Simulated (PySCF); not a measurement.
Single point on AsP

State: ¹Σ⁺ (singlet), closed shell.

An equivalent input (the run itself took its basis sets from the Basis Set Exchange, started from a PBE0 density and held the occupation σ 12α 12β, πx 5α 5β, πy 5α 5β, δx 1α 1β, δy 1α 1β):

```python
from pyscf import gto, dft
mol = gto.M(atom='As 0 0 0; P 0 0 1.989', basis={'As': 'def2-TZVPP', 'P': 'def2-TZVPP'},
            charge=0, spin=0, verbose=4, symmetry='C2v')
mf = dft.UKS(mol, xc='B88,P86')
mf.grids.atom_grid = (80, 434)
mf.grids.prune = dft.gen_grid.treutler_prune
mf.irrep_nelec = {'A1': (13, 13), 'A2': (1, 1), 'B1': (5, 5), 'B2': (5, 5)}
mf.conv_tol = 1e-9
mf.max_cycle = 60
mf.diis_space = 10
mf.kernel()
```

The log (some set-up lines and the per-cycle HOMO/LUMO lines removed):

```
******** <class 'pyscf.dft.uks_symm.SymAdaptedUKS'> ********
method = SymAdaptedUKS
damping factor = 0
level_shift factor = 0
DIIS = <class 'pyscf.scf.diis.CDIIS'>
diis_start_cycle = 1
diis_space = 10
diis_damp = 0
SCF conv_tol = 1e-09
SCF conv_tol_grad = None
SCF max_cycles = 60
number electrons alpha = 24  beta = 24
Set gradient conv threshold to 3.16228e-05
init E= -2577.54182844619
cycle= 1 E= -2577.54418233905  delta_E= -0.00235  |g|= 0.0528  |ddm|= 0.0932
cycle= 2 E= -2577.54400427628  delta_E= 0.000178  |g|= 0.0543  |ddm|= 0.0455
cycle= 3 E= -2577.54401095721  delta_E= -6.68e-06  |g|= 0.0266  |ddm|= 0.0438
cycle= 4 E= -2577.54454949256  delta_E= -0.000539  |g|= 0.00271  |ddm|= 0.0251
cycle= 5 E= -2577.54455287776  delta_E= -3.39e-06  |g|= 0.000836  |ddm|= 0.00377
cycle= 6 E= -2577.54455343273  delta_E= -5.55e-07  |g|= 0.00012  |ddm|= 0.000818
cycle= 7 E= -2577.54455343949  delta_E= -6.75e-09  |g|= 1.55e-05  |ddm|= 0.000115
cycle= 8 E= -2577.54455343964  delta_E= -1.55e-10  |g|= 1.14e-06  |ddm|= 1.55e-05
Extra cycle  E= -2577.54455343964  delta_E= 1.36e-12  |g|= 2.98e-06  |ddm|= 3.64e-06
converged SCF energy = -2577.54455343964  <S^2> = 4.3343107e-13  2S+1 = 1
```

Repeating this along the bond gives Re = 2.015 Å and ωe = 605 cm⁻¹.

A point of this curve took 1.2 CPU seconds beside 0.53 for the integrals (shared host).
